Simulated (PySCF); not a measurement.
Isomers of C4H14NPSi2.

All values: PBE0/pcSseg-1 (PySCF) at GFN2-xTB geometries, gas phase, one conformer each.

Question: Rank by dipole moment, lowest first.
A. `[PH2:1][Si@H:2]1[CH2:3][CH2:4][CH2:5][CH2:6][NH:7][SiH2:8]1` with H–P1–Si2–C3 176° and 83°, P1–Si2–C3–C4 131°, Si2–C3–C4–C5 -83°, C3–C4–C5–C6 58°, C4–C5–C6–N7 55°
B. `[SiH3:1][N:2]([SiH3:3])[P:4]1[CH2:5][CH2:6][CH2:7][CH2:8]1` with Si1–N2–P4–C5 -48°, N2–P4–C5–C6 129°, P4–C5–C6–C7 -46°, C5–C6–C7–C8 48°, C6–C7–C8–P4 -28°
C. `[CH3:1][CH2:2][N:3]1[CH2:4][SiH2:5][Si@@H:6]([PH2:7])[CH2:8]1` with C1–C2–N3–C4 -66°, Si5–Si6–P7–H -77° and -170°, C2–N3–C4–Si5 -165°, N3–C4–Si5–Si6 -30°, C4–Si5–Si6–P7 -111°, Si5–Si6–C8–N3 29°

Answer: C (0.95 D), B (1.33 D), A (1.52 D).

Question: Rank by the lowest Hirshfeld charge on any atom, highest value first.
A. `[CH3:1][CH2:2][N:3]1[CH2:4][SiH2:5][Si@@H:6]([PH2:7])[CH2:8]1` with C1–C2–N3–C4 -66°, Si5–Si6–P7–H -77° and -170°, C2–N3–C4–Si5 -165°, N3–C4–Si5–Si6 -30°, C4–Si5–Si6–P7 -111°, Si5–Si6–C8–N3 29°
B. `[PH2:1][Si@@H:2]1[CH2:3][CH2:4][CH2:5][NH:6][SiH2:7][CH2:8]1` with H–P1–Si2–C3 167° and 74°, P1–Si2–C3–C4 147°, Si2–C3–C4–C5 47°, C3–C4–C5–N6 47°, C4–C5–N6–Si7 -103°
C. `[SiH3:1][N:2]([SiH3:3])[P:4]1[CH2:5][CH2:6][CH2:7][CH2:8]1` with Si1–N2–P4–C5 -48°, N2–P4–C5–C6 129°, P4–C5–C6–C7 -46°, C5–C6–C7–C8 48°, C6–C7–C8–P4 -28°
D. `[PH2:1][Si@H:2]1[CH2:3][CH2:4][CH2:5][CH2:6][NH:7][SiH2:8]1` with H–P1–Si2–C3 176° and 83°, P1–Si2–C3–C4 131°, Si2–C3–C4–C5 -83°, C3–C4–C5–C6 58°, C4–C5–C6–N7 55°

Answer: A (-0.126 e), D (-0.244 e), B (-0.258 e), C (-0.304 e).

Question: Rank by the highest IAO charge on any atom, highest value first.
A. `[PH2:1][Si@H:2]1[CH2:3][CH2:4][CH2:5][CH2:6][NH:7][SiH2:8]1` with H–P1–Si2–C3 176° and 83°, P1–Si2–C3–C4 131°, Si2–C3–C4–C5 -83°, C3–C4–C5–C6 58°, C4–C5–C6–N7 55°
B. `[PH2:1][Si@@H:2]1[CH2:3][CH2:4][CH2:5][NH:6][SiH2:7][CH2:8]1` with H–P1–Si2–C3 167° and 74°, P1–Si2–C3–C4 147°, Si2–C3–C4–C5 47°, C3–C4–C5–N6 47°, C4–C5–N6–Si7 -103°
C. `[CH3:1][CH2:2][N:3]1[CH2:4][SiH2:5][Si@@H:6]([PH2:7])[CH2:8]1` with C1–C2–N3–C4 -66°, Si5–Si6–P7–H -77° and -170°, C2–N3–C4–Si5 -165°, N3–C4–Si5–Si6 -30°, C4–Si5–Si6–P7 -111°, Si5–Si6–C8–N3 29°
D. `[SiH3:1][N:2]([SiH3:3])[P:4]1[CH2:5][CH2:6][CH2:7][CH2:8]1` with Si1–N2–P4–C5 -48°, N2–P4–C5–C6 129°, P4–C5–C6–C7 -46°, C5–C6–C7–C8 48°, C6–C7–C8–P4 -28°

Answer: B (+0.891 e), D (+0.729 e), A (+0.615 e), C (+0.454 e).

All values together:

| SMILES | μ (D) | HOMO (eV) | LUMO (eV) | lowest IAO charge (e) | highest IAO charge (e) | lowest Hirshfeld charge (e) | highest Hirshfeld charge (e) |
| --- | --- | --- | --- | --- | --- | --- | --- |
| P[Si@H]1CCCCN[SiH2]1 | 1.52 | -6.49 | -0.21 | -0.686 (N) | +0.615 (Si) | -0.244 (N) | +0.275 (Si) |
| P[Si@@H]1CCCN[SiH2]C1 | 1.44 | -6.60 | 0.38 | -0.849 (C) | +0.891 (Si) | -0.258 (C) | +0.365 (Si) |
| [SiH3]N([SiH3])P1CCCC1 | 1.33 | -6.52 | 0.09 | -0.963 (N) | +0.729 (Si) | -0.304 (N) | +0.340 (Si) |
| CCN1C[SiH2][Si@@H](P)C1 | 0.95 | -5.97 | -0.04 | -0.441 (C) | +0.454 (Si) | -0.126 (C) | +0.237 (Si) |

Conformers: `[PH2:1][Si@H:2]1[CH2:3][CH2:4][CH2:5][CH2:6][NH:7][SiH2:8]1` with H–P1–Si2–C3 176° and 83°, P1–Si2–C3–C4 131°, Si2–C3–C4–C5 -83°, C3–C4–C5–C6 58°, C4–C5–C6–N7 55°; `[PH2:1][Si@@H:2]1[CH2:3][CH2:4][CH2:5][NH:6][SiH2:7][CH2:8]1` with H–P1–Si2–C3 167° and 74°, P1–Si2–C3–C4 147°, Si2–C3–C4–C5 47°, C3–C4–C5–N6 47°, C4–C5–N6–Si7 -103°; `[SiH3:1][N:2]([SiH3:3])[P:4]1[CH2:5][CH2:6][CH2:7][CH2:8]1` with Si1–N2–P4–C5 -48°, N2–P4–C5–C6 129°, P4–C5–C6–C7 -46°, C5–C6–C7–C8 48°, C6–C7–C8–P4 -28°; `[CH3:1][CH2:2][N:3]1[CH2:4][SiH2:5][Si@@H:6]([PH2:7])[CH2:8]1` with C1–C2–N3–C4 -66°, Si5–Si6–P7–H -77° and -170°, C2–N3–C4–Si5 -165°, N3–C4–Si5–Si6 -30°, C4–Si5–Si6–P7 -111°, Si5–Si6–C8–N3 29°.
